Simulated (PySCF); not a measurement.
Working out the excitation energy of Mg⁺

Mg⁺ [Ne] 3s1 (2S) → Mg⁺ [Ne] 3d1 (2D). Computed with PySCF 2.14 in x2c-TZVPPall with one added diffuse shell each of s, p, d type (6s5p4d, 41 functions), with the spin-free X2C one-electron Hamiltonian (Gaussian nucleus). Frozen: 1s2. Energies in hartree (1 hartree = 27.21139 eV):

```tsv
part	Mg⁺ (lower)	Mg⁺ (upper)
UHF	-199.669636	-199.350590
CCSD correlation	-0.167355	-0.161893
(T)	-0.001166	-0.001038
```

What does Hartree-Fock give?

(-199.350590) − (-199.669636) = 0.319046 hartree = 8.682 eV.

What do CCSD and CCSD(T) give?

The CCSD correlation energies differ by 0.005462 hartree = 0.149 eV and the triples by 0.000128 hartree = 0.003 eV, so CCSD gives 8.831 eV and CCSD(T) 8.834 eV.

Measured between the centres of the two terms (NIST): 8.864 eV, so CCSD(T) (valence and next inner shell) is off by -0.030 eV.

What remains against the reference includes basis incompleteness, the frozen core and higher excitations.
